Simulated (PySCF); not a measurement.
AlF₄, SMILES [Al-]([F])([F])([F])[F], charge -1.

The structure is a stationary point at PBE0-D3(BJ)/def2-SVPD. The isomer is the one that the SMILES or the coordinates give; other isomers of the formula were not compared.

Method: PySCF 2.14.0 with PBE0-D3(BJ)/def2-SVPD.

Frequencies are harmonic and unscaled.

Modes within 1.5 cm⁻¹ of each other (mostly degenerate sets) share a row, with their intensities summed.

Computed harmonic wavenumbers and intensities:
```tsv
mode	ν (cm⁻¹)	IR (km/mol)	Raman (Å⁴/amu)	depolarisation	moving atoms (share of kinetic energy)
1–2	188	0.0	0.3	0.75	F 100 %
3–5	291	122.0	0.6	0.75	F 79 %, Al 21 %
6	605	0.0	7.0	0.00	F 100 %
7–9	785	627.2	1.5	0.75	Al 53 %, F 47 %
```
